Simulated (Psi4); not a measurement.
C6H11O, doublet, at a GFN2-xTB geometry; PBE0/def2-SV(P) run with Psi4.

Here is a job for Psi4.
```
memory 2 GB

molecule {
0 2
  C     2.20591404   -0.44031400   -0.45736849
  C     1.09196265    0.41268942   -0.33583232
  O     0.74406726    1.18356321   -1.23663528
  C     0.33877984    0.38585523    0.98522440
  C    -1.05395983   -0.24932639    0.79482052
  C    -1.93197516    0.63147546   -0.08384838
  C    -0.94128819   -1.65817365    0.21568997
  H     2.84814120   -0.34666925   -1.31626420
  H     2.53069654   -1.06534200    0.35393873
  H     0.20910406    1.41361474    1.32870449
  H     0.90023319   -0.17200020    1.73410466
  H    -1.50758209   -0.31944056    1.79155030
  H    -2.87003799    0.13169946   -0.31408151
  H    -2.15062661    1.57484584    0.41159759
  H    -1.41826622    0.85243457   -1.01942306
  H    -0.56382848   -1.62273750   -0.80360340
  H    -0.26927935   -2.27087201    0.81307424
  H    -1.91769218   -2.13727504    0.20137047
}

set basis def2-sv(p)
set reference uks

energy('pbe0')
print_variables()
```

What the program printed (banner, timings and long lists left out):

```
   => Loading Basis Set <=

    Name: DEF2-SV(P)
    Role: ORBITAL
    Keyword: BASIS

         ---------------------------------------------------------
                                   SCF
               by Justin Turney, Rob Parrish, Andy Simmonett
                          and Daniel G. A. Smith
                              UKS Reference
         ---------------------------------------------------------

  ==> Geometry <==

    Molecular point group: c1
    Full point group: C1

    Geometry (in Angstrom), charge = 0, multiplicity = 2:

       Center              X                  Y                   Z               Mass
    ------------   -----------------  -----------------  -----------------  -----------------
         C            2.163802854736    -0.479925257653    -0.425578458124    12.000000000000
         C            1.049851464736     0.373078162347    -0.304042288124    12.000000000000
         O            0.701956074736     1.143951952347    -1.204845248124    15.994914619570
         C            0.296668654736     0.346243972347     1.017014431876    12.000000000000
         C           -1.096071015264    -0.288937647653     0.826610551876    12.000000000000
         C           -1.974086345264     0.591864202347    -0.052058348124    12.000000000000
         C           -0.983399375264    -1.697784907653     0.247480001876    12.000000000000
         H            2.806030014736    -0.386280507653    -1.284474168124     1.007825032230
         H            2.488585354736    -1.104953257653     0.385728761876     1.007825032230
         H            0.166992874736     1.374003482347     1.360494521876     1.007825032230
         H            0.858122004736    -0.211611457653     1.765894691876     1.007825032230
         H           -1.549693275264    -0.359051817653     1.823340331876     1.007825032230
         H           -2.912149175264     0.092088202347    -0.282291478124     1.007825032230
         H           -2.192737795264     1.535234582347     0.443387621876     1.007825032230
         H           -1.460377405264     0.812823312347    -0.987633028124     1.007825032230
         H           -0.605939665264    -1.662348757653    -0.771813368124     1.007825032230
         H           -0.311390535264    -2.310483267653     0.844864271876     1.007825032230
         H           -1.959803365264    -2.176886297653     0.233160501876     1.007825032230

  Running in c1 symmetry.

  Rotational constants: A =      0.12816  B =      0.06934  C =      0.05703 [cm^-1]
  Rotational constants: A =   3842.09201  B =   2078.70119  C =   1709.80072 [MHz]
  Nuclear repulsion =  311.788476750363714

  Charge       = 0
  Multiplicity = 2
  Electrons    = 55
  Nalpha       = 28
  Nbeta        = 27

  ==> Algorithm <==

  SCF Algorithm Type is DF.
  DIIS enabled.
  MOM disabled.
  Fractional occupation disabled.
  Guess Type is SAD.
  Energy threshold   = 1.00e-06
  Density threshold  = 1.00e-06
  Integral threshold = 1.00e-12

  ==> Primary Basis <==

  Basis Set: DEF2-SV(P)
    Blend: DEF2-SV(P)
    Number of shells: 64
    Number of basis functions: 120
    Number of Cartesian functions: 127
    Spherical Harmonics?: true
    Max angular momentum: 2

  ==> DFT Potential <==

   => LibXC <=

    Version 7.1.2
    S. Lehtola, C. Steigemann, M. J. T. Oliveira, and M. A. L. Marques,  SoftwareX 7, 1–5 (2018) (10.1016/j.softx.2017.11.002)

   => Composite Functional: PBE0 <=

    PBE0 Hyb-GGA Exchange-Correlation Functional

    C. Adamo and V. Barone,  J. Chem. Phys. 110, 6158 (1999) (10.1063/1.478522)
    M. Ernzerhof and G. E. Scuseria,  J. Chem. Phys. 110, 5029 (1999) (10.1063/1.478401)

    Deriv               =              1
    GGA                 =           TRUE
    Meta                =          FALSE

    Exchange Hybrid     =           TRUE
    MP2 Hybrid          =          FALSE

   => Exchange Functionals <=

    0.7500   Perdew, Burke & Ernzerhof

   => Exact (HF) Exchange <=

    0.2500               HF

   => Correlation Functionals <=

    1.0000   Perdew, Burke & Ernzerhof

   => LibXC Density Thresholds  <==

    XC_HYB_GGA_XC_PBEH:  1.00E-15

   => Molecular Quadrature <=

    Radial Scheme          =       TREUTLER
    Pruning Scheme         =           NONE
    Nuclear Scheme         =       TREUTLER

    Blocking Scheme        =         OCTREE
    BS radius alpha        =              1
    Pruning alpha          =              1
    Radial Points          =             75
    Spherical Points       =            302
    Total Points           =         377982
    Total Blocks           =           2795
    Max Points             =            256
    Max Functions          =            118
    Weights Tolerance      =       1.00E-15

   => Loading Basis Set <=

    Name: (DEF2-SV(P) AUX)
    Role: JKFIT
    Keyword: DF_BASIS_SCF

  ==> Integral Setup <==

  SCF_SUBTYPE=INCORE selected. In-core MEM_DF algorithm will be used.
  Using in-core AOs.

  ==> MemDFJK: Density-Fitted J/K Matrices <==

    J tasked:                   Yes
    K tasked:                   Yes
    wK tasked:                   No
    Algorithm:                 Core
    Schwarz Cutoff:           1E-12
    Mask sparsity (%):       0.7778
    Fitting Condition:        1E-10

   => Auxiliary Basis Set <=

  Basis Set: (DEF2-SV(P) AUX)
    Blend: DEF2-UNIVERSAL-JKFIT
    Number of shells: 241
    Number of basis functions: 725
    Number of Cartesian functions: 847
    Spherical Harmonics?: true
    Max angular momentum: 4

  Minimum eigenvalue in the overlap matrix is 1.9172793278E-03.
  Reciprocal condition number of the overlap matrix is 2.7493859318E-04.
    Using symmetric orthogonalization.

  ==> Pre-Iterations <==

  SCF Guess: Superposition of Atomic Densities via on-the-fly atomic UHF (no occupation information).

   -------------------------
    Irrep   Nso     Nmo
   -------------------------
     A        120     120
   -------------------------
    Total     120     120
   -------------------------

  ==> Iterations <==

                           Total Energy        Delta E     RMS |[F,P]|

   @DF-UKS iter SAD:  -309.15669975408662   -3.09157e+02   0.00000e+00
   @DF-UKS iter   1:  -309.34218364074195   -1.85484e-01   7.74989e-03 DIIS/ADIIS
   @DF-UKS iter   2:  -309.22919374727593    1.12990e-01   8.70285e-03 DIIS/ADIIS
   @DF-UKS iter   3:  -309.79622383483468   -5.67030e-01   1.31420e-03 DIIS/ADIIS
   @DF-UKS iter   4:  -309.80546666500180   -9.24283e-03   6.90417e-04 DIIS/ADIIS
   @DF-UKS iter   5:  -309.80815100785253   -2.68434e-03   2.20311e-04 DIIS/ADIIS
   @DF-UKS iter   6:  -309.80850207584473   -3.51068e-04   5.43087e-05 DIIS
   @DF-UKS iter   7:  -309.80854439904226   -4.23232e-05   2.42724e-05 DIIS
   @DF-UKS iter   8:  -309.80855816572597   -1.37667e-05   1.03250e-05 DIIS
   @DF-UKS iter   9:  -309.80856023724988   -2.07152e-06   4.52079e-06 DIIS
   @DF-UKS iter  10:  -309.80856071695922   -4.79709e-07   2.13270e-06 DIIS
   @DF-UKS iter  11:  -309.80856085762389   -1.40665e-07   8.22645e-07 DIIS
  Energy and wave function converged.

  ==> Post-Iterations <==

   Electrons on quadrature grid:
      Nalpha   =   27.9999875492 ; deviation = -1.245e-05
      Nbeta    =   26.9999879245 ; deviation = -1.208e-05
      Ntotal   =   54.9999754737 ; deviation = -2.453e-05

   @Spin Contamination Metric:   2.209102383E-02
   @S^2 Expected:                7.500000000E-01
   @S^2 Observed:                7.720910238E-01
   @S   Expected:                5.000000000E-01
   @S   Observed:                5.000000000E-01

    Orbital Energies [Eh]
    ---------------------

    Alpha Occupied:

[...]
      28A     -0.266780

    Alpha Virtual:

[...]
    Beta Occupied:

[...]
    Beta Virtual:

[...]
    Final Occupation by Irrep:
              A
    DOCC [    27 ]
    SOCC [     1 ]
    NA   [    28 ]
    NB   [    27 ]

  @DF-UKS Final Energy:  -309.80856085762389

   => Energetics <=

    Nuclear Repulsion Energy =            311.7884767503637136
    One-Electron Energy =               -1036.4281729220201669
    Two-Electron Energy =                 448.8930538227855891
    DFT Exchange-Correlation Energy =     -34.0619185087530809
    Empirical Dispersion Energy =           0.0000000000000000
    VV10 Nonlocal Energy =                  0.0000000000000000
    Total Energy =                       -309.8085608576238883

  UHF NO Occupations:
  HONO-2 :   26  A 1.9990494
  HONO-1 :   27  A 1.9903597
  HONO-0 :   28  A 1.0000000
  LUNO+0 :   29  A 0.0096403
  LUNO+1 :   30  A 0.0009506
  LUNO+2 :   31  A 0.0002039
  LUNO+3 :   32  A 0.0001456

Computation Completed

Properties will be evaluated at   0.000000,   0.000000,   0.000000 [a0]

Properties computed using the SCF density matrix

 Multipole Moments:

 ------------------------------------------------------------------------------------
     Multipole            Electronic (a.u.)      Nuclear  (a.u.)        Total (a.u.)
 ------------------------------------------------------------------------------------

 L = 1.  Multiply by 2.5417464519 to convert [e a0] to [Debye]
 Dipole X            :          4.7377420           -4.3768229            0.3609191
 Dipole Y            :          3.4308786           -4.1169933           -0.6861147
 Dipole Z            :         -2.5986360            3.3040955            0.7054595
 Magnitude           :                                                    1.0481837

 ------------------------------------------------------------------------------------

  Variable Map:
  ----------------------------------------------------------------------------
[...]
  Array Variable Map:
  ----------------------------------------------------------------------------
[...]
[...]
```
